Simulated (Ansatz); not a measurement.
`F[C]1=[CH][GeH2]1` + H₂ → `[CH]1=[CH][GeH2]1` + H–F at 500 K and 1 bar (hydrogenolysis of a C–F bond).

Program: Ansatz. Geometries: PBE0-D4/def2-TZVP. ΔE: electronic, gas phase. CCSD(T)/CBS adds triple-zeta CCSD(T) − MP2 to the extrapolated MP2 energy (def2 sets, frozen cores). This one scheme is used for every species. For Ge outer-core shells are correlated without core-valence functions, which leaves a few kJ/mol of doubt a bond. Scalar relativity is left out up to krypton.

| species | CCSD(T)/CBS energy (Eh) | H − E (kJ/mol) | S (J/(mol·K)) |
| --- | --- | --- | --- |
| `F[C]1=[CH][GeH2]1` | -2253.70472 | 132.8 | 345.2 |
| H₂ | -1.17544 | 41.0 | 145.5 |
| `[CH]1=[CH][GeH2]1` | -2154.52562 | 147.5 | 313.5 |
| H–F | -100.39570 | 39.4 | 188.7 |

H − E and S are ideal-gas, rigid-rotor, harmonic terms from PBE0-D4/def2-TZVP. The MP2-based limit puts H₂ 0.8 mEh under its directly extrapolated value; such offsets cancel only in part. 1 Eh = 2625.50 kJ/mol, R = 8.31446 J/(mol·K).

By hand: ΔE, ΔH, ΔS and ΔG.

ΔE = (-2154.52562) + (-100.39570) − (-2253.70472) − (-1.17544) = -0.04116 Eh = -108.1 kJ/mol. Δ(H − E) = 147.5 + 39.4 − 132.8 − 41.0 = 13.1, so ΔH = -95.0 kJ/mol. ΔS = 313.5 + 188.7 − 345.2 − 145.5 = 11.5 J/(mol·K). ΔG = -95.0 − 500 × (11.5)/1000 = -100.8 kJ/mol.

By hand: the equilibrium constant, and the temperature at which ΔG would vanish if ΔH and ΔS stayed fixed.

log₁₀ K = −ΔG/(RT ln 10) = 10.5. ΔH and −TΔS have one sign here, so there is no such temperature.

The number of gas molecules stays the same, so ΔS is small and ΔH decides. A doubt of 5 kJ/mol in ΔE shifts log₁₀ K by 0.5 here. These are equilibria of isolated gas molecules and say nothing of rates. Largest T1 diagnostic: 0.014 (customary marks: 0.02 for closed shells, 0.045 for open ones).
